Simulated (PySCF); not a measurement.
Dipole moment and polarisability of `[F][Sb]([F])[F]`

SbF3.
Geometry (PBE0-D3(BJ)/def2-SVP, Å), atoms numbered from 1 in this order:
```
atom  x, y, z in Å
Sb1   -0.0034    0.0091    0.7527
F2     1.6358   -0.0397   -0.2411
F3    -0.7864    1.4289   -0.2714
F4    -0.8460   -1.3983   -0.2402
```

Level: PBE0/def2-SVPD (PySCF), static field, nuclei fixed, core orbitals frozen in the response. The polarisability tensor in these axes (au):

```
x   38.22 -0.01  0.03
y   -0.01 38.20 -0.04
z    0.03 -0.04 34.24
```

Diagonalise the tensor; give its mean and Δα, where Δα² is half the sum of the squared differences of the eigenvalues.

Principal values 34.23, 38.20 and 38.23 au; mean 36.89 au = 5.47 Å³ = 6.08 × 10⁻⁴⁰ C²·m²/J; Δα = 3.98 au (11 % of the mean).

What is the dipole moment, and where does it point?

(-0.02, 0.05, 4.04) D, 4.04 D in size, pointing from the negative to the positive side. Measured along this direction, the outermost atoms are F4, F3 and F2 at the negative end and Sb1 at the positive end.

Sum over states: ᾱ = Σ f/ω², ω in Eh. What share falls to these 10 lowest TDDFT singlets (eV, f)? 7.13, 0.1522; 7.13, 0.1520; 8.10, 0.0062; 8.10, 0.0058; 8.14, 0.0605; 8.21, 0.0002; 8.23, 0.0233; 8.23, 0.0213; 8.26, 0.1866; 8.57, 0.0000.

They add up to 7.76 au, 21.0 % of the 36.89 au; the largest single term is 2.22 au, from the state at 7.13 eV. Terms in order: 2.22, 2.21, 0.07, 0.07, 0.68, 0.00, 0.25, 0.23, 2.03, 0.00 au. Higher excitations give the rest. The strengths listed sum to 0.608.

Find the Langevin capture rate constant for NH4+ (18.034 u) meeting this molecule (177.899 u), k = 2.342 × 10⁻⁹ cm³/s × √(α in Å³ / reduced mass in u).

The reduced mass is 16.37 u, so k = 1.35 × 10⁻⁹ cm³/s. The formula leaves out the permanent dipole, which adds to the capture rate.

What depolarisation ratio follows for Rayleigh scattering of linearly polarised light, taking the static tensor?

ρ = 3Δα²/(45ᾱ² + 4Δα²) = 47.5/(61230 + 63.3) = 0.000775.

Refractivity n − 1 of an ideal gas of it at 298.15 K and 1 atm, from the electronic α?

N = p/kT = 2.4615 × 10¹⁹ cm⁻³, so n − 1 = 2π × N × 5.47 × 10⁻²⁴ cm³ = 845 × 10⁻⁶ at long wavelengths, for an ideal gas.

Isolated species at its PBE0-D3(BJ)/def2-SVP geometry, gas phase. Atoms past krypton carry effective core potentials; spin–orbit coupling is left out.

These values come from a run that also computed excited states and ΔSCF ions. Hardware: one thread of an x86-64 server (shared host). Cost: 10 s.
